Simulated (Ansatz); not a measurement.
Relaxation of the cluster Be₅Te₅⁻ with UKS PBE-D4/def2-SVP.

```sh
$ ansatz run in.yaml --threads 4 --pin off --events-out ev --progress --plain --max-ram 6963MiB
```

```yaml
crystal:
  periodic: [false, false, false]
  atoms:
    - {symbol: Be, position_ang: [1.758200, 0.165740, -1.001430]}
    - {symbol: Be, position_ang: [0.947260, -0.477570, 1.868340]}
    - {symbol: Be, position_ang: [-1.334370, 1.655410, -2.058160]}
    - {symbol: Be, position_ang: [-0.583740, -1.474460, -0.879630]}
    - {symbol: Be, position_ang: [-1.648290, -0.624400, 0.640460]}
    - {symbol: Te, position_ang: [1.643510, -1.955830, 0.069200]}
    - {symbol: Te, position_ang: [1.481240, 1.693470, 0.866780]}
    - {symbol: Te, position_ang: [-1.302120, 1.872730, 0.272830]}
    - {symbol: Te, position_ang: [-1.127120, -0.805440, 2.993780]}
    - {symbol: Te, position_ang: [0.165440, -0.049650, -2.772160]}
basis:
  gaussian: {orbitals: def2-SVP}
total_charge: -1
magnetization: {spin_polarized: true, initial_magnetization: 1}
hamiltonian: {xc: pbe, dispersion: d4}
scf: {lower_state_search: "off"}
output: {orbitals: {seedname: orbitals}}
relax: {f_tol: 0.03, max_steps: 70}
```

It took 2 min on 4 threads of Arm Neoverse V2 on a shared host.

Positions (Å) and forces (eV/Å) at steps 1, 2, 3, 4, 5, 6, 7, 8, 9, 10, 11, 12, 13, 14, 15, 16, 17 of 17:

```xyz
10
step=1 energy=-38475.6130 eV
Be    1.758    0.166   -1.001   -0.584   -0.208    0.487
Be    0.947   -0.478    1.868   -0.837   -0.059   -0.439
Be   -1.334    1.655   -2.058    0.355   -0.610    0.623
Be   -0.584   -1.474   -0.880    0.121    0.287   -0.205
Be   -1.648   -0.624    0.640    0.132   -0.225    0.670
Te    1.644   -1.956    0.069    0.469   -0.365    0.071
Te    1.481    1.693    0.867    1.062    0.203    0.117
Te   -1.302    1.873    0.273   -1.051    0.772   -0.390
Te   -1.127   -0.805    2.994    0.238   -0.016   -0.088
Te    0.165   -0.050   -2.772    0.095    0.223   -0.844
10
step=2 energy=-38476.3319 eV
Be    1.651    0.126   -0.940   -0.312    0.032    0.505
Be    0.835   -0.476    1.765   -0.151    0.203   -0.494
Be   -1.288    1.555   -1.988    0.512   -0.623    0.804
Be   -0.546   -1.406   -0.897    0.117    0.233    0.016
Be   -1.611   -0.638    0.708    0.069    0.024    0.076
Te    1.700   -2.023    0.077    0.112   -0.032   -0.187
Te    1.625    1.728    0.890    0.173   -0.341   -0.159
Te   -1.459    1.988    0.268   -0.431    0.282   -0.434
Te   -1.110   -0.817    3.016   -0.016    0.025    0.093
Te    0.204   -0.036   -2.898   -0.073    0.196   -0.218
10
step=3 energy=-38476.7035 eV
Be    1.589    0.122   -0.893   -0.111    0.024    0.238
Be    0.781   -0.461    1.671    0.021    0.094   -0.374
Be   -1.200    1.431   -1.865    0.413   -0.555    0.616
Be   -0.527   -1.356   -0.901    0.225    0.153    0.022
Be   -1.604   -0.619    0.724    0.039    0.252   -0.062
Te    1.726   -2.045    0.040   -0.049   -0.009   -0.137
Te    1.667    1.713    0.880    0.058   -0.266   -0.136
Te   -1.566    2.056    0.280   -0.436    0.193   -0.252
Te   -1.103   -0.799    3.014   -0.053   -0.024    0.089
Te    0.237   -0.042   -2.951   -0.106    0.139   -0.003
10
step=4 energy=-38477.0307 eV
Be    1.574    0.109   -0.869    0.008    0.031    0.034
Be    0.757   -0.460    1.599    0.097    0.043   -0.303
Be   -1.129    1.305   -1.734    0.167   -0.450    0.684
Be   -0.485   -1.306   -0.897    0.355    0.117   -0.028
Be   -1.586   -0.548    0.718   -0.048    0.599   -0.058
Te    1.732   -2.071    0.012   -0.120   -0.113   -0.078
Te    1.691    1.682    0.858    0.066   -0.175   -0.051
Te   -1.707    2.129    0.284   -0.454   -0.012   -0.193
Te   -1.101   -0.797    3.002   -0.056   -0.054   -0.032
Te    0.254   -0.044   -2.973   -0.015    0.013    0.024
10
step=5 energy=-38477.4124 eV
Be    1.588    0.097   -0.856    0.068    0.002   -0.134
Be    0.754   -0.460    1.536    0.090   -0.026   -0.260
Be   -1.088    1.173   -1.600   -0.049   -0.410    0.925
Be   -0.433   -1.253   -0.886    0.399    0.105   -0.068
Be   -1.573   -0.427    0.694   -0.093    0.878   -0.075
Te    1.726   -2.102   -0.012   -0.141   -0.220   -0.003
Te    1.723    1.647    0.841    0.122   -0.026    0.035
Te   -1.858    2.169    0.290   -0.424   -0.234   -0.233
Te   -1.104   -0.798    2.968   -0.043   -0.044   -0.156
Te    0.265   -0.046   -2.976    0.071   -0.027   -0.030
10
step=6 energy=-38477.8660 eV
Be    1.614    0.083   -0.852    0.085   -0.051   -0.240
Be    0.758   -0.462    1.474    0.034   -0.084   -0.216
Be   -1.066    1.044   -1.455   -0.113   -0.423    1.028
Be   -0.378   -1.204   -0.873    0.351    0.112   -0.084
Be   -1.560   -0.280    0.664   -0.066    0.877   -0.087
Te    1.715   -2.144   -0.027   -0.148   -0.224    0.052
Te    1.764    1.621    0.830    0.137    0.076    0.070
Te   -2.011    2.185    0.293   -0.342   -0.303   -0.267
Te   -1.110   -0.798    2.919   -0.015   -0.009   -0.242
Te    0.274   -0.044   -2.972    0.077    0.028   -0.014
10
step=7 energy=-38478.2424 eV
Be    1.639    0.073   -0.867    0.093   -0.050   -0.182
Be    0.762   -0.466    1.426   -0.058   -0.047   -0.171
Be   -1.055    0.921   -1.304    0.068   -0.344    0.619
Be   -0.326   -1.171   -0.875    0.162    0.101    0.016
Be   -1.554   -0.137    0.637    0.093    0.298    0.087
Te    1.695   -2.183   -0.025   -0.107   -0.168    0.038
Te    1.793    1.612    0.822    0.136    0.029    0.015
Te   -2.116    2.175    0.287   -0.429    0.049   -0.189
Te   -1.116   -0.795    2.868    0.008    0.030   -0.269
Te    0.279   -0.029   -2.967    0.034    0.102    0.036
10
step=8 energy=-38478.4384 eV
Be    1.693    0.051   -0.901    0.043   -0.073   -0.056
Be    0.751   -0.469    1.361   -0.010    0.089   -0.166
Be   -1.016    0.825   -1.140    0.136    0.414   -0.017
Be   -0.284   -1.142   -0.853    0.125   -0.071    0.016
Be   -1.530   -0.046    0.649   -0.139    0.029    0.372
Te    1.663   -2.235   -0.018   -0.058   -0.106   -0.031
Te    1.839    1.593    0.797    0.066   -0.042   -0.020
Te   -2.289    2.197    0.236   -0.136   -0.294   -0.217
Te   -1.111   -0.794    2.807   -0.020    0.000    0.061
Te    0.284    0.019   -2.939   -0.006    0.053    0.058
10
step=9 energy=-38478.5813 eV
Be    1.734    0.007   -0.916    0.029   -0.108   -0.037
Be    0.730   -0.455    1.303    0.050    0.056   -0.079
Be   -0.939    0.900   -1.087   -0.153    0.508    0.115
Be   -0.266   -1.112   -0.833    0.159   -0.202   -0.019
Be   -1.541   -0.019    0.715   -0.056    0.319    0.307
Te    1.635   -2.287   -0.030   -0.098   -0.007    0.006
Te    1.899    1.562    0.769    0.036    0.010    0.044
Te   -2.455    2.128    0.151    0.093   -0.429   -0.307
Te   -1.090   -0.787    2.845    0.014   -0.124   -0.142
Te    0.294    0.064   -2.917   -0.076   -0.023    0.113
10
step=10 energy=-38478.7199 eV
Be    1.758   -0.037   -0.916    0.040   -0.060   -0.044
Be    0.737   -0.430    1.261   -0.093   -0.086    0.144
Be   -0.881    1.016   -1.046    0.120    0.042    0.008
Be   -0.255   -1.103   -0.803   -0.029    0.004    0.022
Be   -1.528    0.069    0.800   -0.124    0.373    0.106
Te    1.605   -2.323   -0.023    0.030    0.027   -0.038
Te    1.947    1.553    0.752   -0.034    0.030   -0.053
Te   -2.586    2.058    0.022    0.031   -0.242   -0.046
Te   -1.061   -0.874    2.829    0.090   -0.089   -0.134
Te    0.264    0.070   -2.875   -0.030    0.001    0.035
10
step=11 energy=-38478.8269 eV
Be    1.789   -0.086   -0.947    0.006   -0.070   -0.088
Be    0.726   -0.448    1.266   -0.069   -0.170    0.133
Be   -0.753    1.105   -0.979    0.222    0.032    0.118
Be   -0.250   -1.072   -0.752   -0.158   -0.034   -0.027
Be   -1.514    0.222    0.920   -0.136    0.165    0.010
Te    1.602   -2.341   -0.047    0.088    0.023    0.025
Te    1.876    1.557    0.689   -0.136    0.158   -0.049
Te   -2.674    2.000   -0.108    0.180   -0.215    0.065
Te   -1.042   -0.994    2.807    0.047    0.087   -0.196
Te    0.240    0.057   -2.849   -0.043    0.025    0.009
10
step=12 energy=-38478.9525 eV
Be    1.795   -0.121   -0.975   -0.071   -0.021   -0.122
Be    0.719   -0.484    1.275   -0.095   -0.129    0.037
Be   -0.595    1.165   -0.885    0.340    0.114    0.228
Be   -0.262   -1.077   -0.730   -0.176    0.008   -0.124
Be   -1.507    0.296    0.974   -0.128   -0.017    0.021
Te    1.611   -2.353   -0.057    0.119    0.037    0.056
Te    1.734    1.593    0.618   -0.180    0.146   -0.091
Te   -2.666    1.960   -0.176    0.212   -0.176    0.089
Te   -1.036   -1.040    2.786   -0.012    0.120   -0.113
Te    0.208    0.061   -2.831   -0.009   -0.082    0.019
10
step=13 energy=-38479.0470 eV
Be    1.780   -0.133   -1.006   -0.108   -0.021   -0.103
Be    0.692   -0.505    1.268   -0.099   -0.108   -0.050
Be   -0.431    1.213   -0.787   -0.041    0.062    0.039
Be   -0.283   -1.088   -0.725   -0.121    0.032   -0.150
Be   -1.509    0.324    1.011   -0.171   -0.068   -0.020
Te    1.630   -2.344   -0.060    0.094    0.040    0.073
Te    1.624    1.626    0.564    0.204    0.218    0.090
Te   -2.626    1.925   -0.232    0.264   -0.202    0.128
Te   -1.041   -1.070    2.782   -0.035    0.136   -0.068
Te    0.163    0.052   -2.816    0.013   -0.090    0.060
10
step=14 energy=-38479.0866 eV
Be    1.738   -0.105   -1.031    0.028   -0.001    0.063
Be    0.638   -0.481    1.235    0.084    0.052   -0.062
Be   -0.351    1.208   -0.717   -0.042    0.048   -0.007
Be   -0.317   -1.110   -0.755    0.123   -0.034   -0.014
Be   -1.565    0.247    0.985   -0.111   -0.016    0.092
Te    1.653   -2.294   -0.035   -0.060   -0.049   -0.024
Te    1.707    1.654    0.573    0.011   -0.030   -0.047
Te   -2.560    1.895   -0.236   -0.013   -0.018    0.040
Te   -1.056   -1.051    2.794   -0.037    0.048   -0.049
Te    0.115    0.037   -2.813    0.017    0.002    0.008
10
step=15 energy=-38479.0957 eV
Be    1.753   -0.122   -1.018    0.029    0.025    0.042
Be    0.642   -0.467    1.212    0.007    0.084    0.009
Be   -0.367    1.213   -0.705    0.041   -0.008   -0.012
Be   -0.298   -1.117   -0.767    0.037   -0.023   -0.038
Be   -1.611    0.238    0.995   -0.008   -0.014    0.040
Te    1.644   -2.319   -0.031   -0.028    0.020   -0.010
Te    1.721    1.667    0.544   -0.010   -0.085    0.009
Te   -2.574    1.897   -0.212   -0.034    0.028   -0.031
Te   -1.051   -1.038    2.785    0.016   -0.021    0.011
Te    0.140    0.048   -2.804   -0.049   -0.007   -0.020
10
step=16 energy=-38479.0956 eV rejected
Be    1.755   -0.118   -1.014    0.008    0.030    0.039
Be    0.622   -0.464    1.199    0.008    0.058   -0.033
Be   -0.371    1.193   -0.697    0.042   -0.023   -0.001
Be   -0.281   -1.155   -0.815    0.058    0.082    0.055
Be   -1.627    0.261    1.029   -0.011   -0.037    0.001
Te    1.650   -2.317   -0.030   -0.025   -0.033   -0.016
Te    1.717    1.662    0.550   -0.002   -0.052    0.002
Te   -2.572    1.904   -0.211   -0.030    0.018   -0.033
Te   -1.041   -1.024    2.801    0.001   -0.026    0.025
Te    0.148    0.058   -2.812   -0.050   -0.017   -0.040
10
step=17 energy=-38479.0986 eV
Be    1.758   -0.118   -1.016   -0.017   -0.019   -0.022
Be    0.631   -0.446    1.203   -0.004   -0.006    0.001
Be   -0.359    1.204   -0.694    0.002   -0.022    0.002
Be   -0.282   -1.129   -0.791   -0.018   -0.002    0.004
Be   -1.635    0.240    1.015    0.001    0.012   -0.001
Te    1.636   -2.317   -0.027    0.013   -0.001   -0.011
Te    1.737    1.656    0.550   -0.001    0.029    0.004
Te   -2.575    1.892   -0.223    0.003   -0.001    0.001
Te   -1.041   -1.036    2.792   -0.003    0.001    0.001
Te    0.130    0.053   -2.810    0.024    0.009    0.020
```

In the def2 sets Te takes a core potential; there is no spin–orbit coupling. The relaxation made no stability test and no search for a lower SCF solution. The structure comes from a short search, and lower isomers may exist.
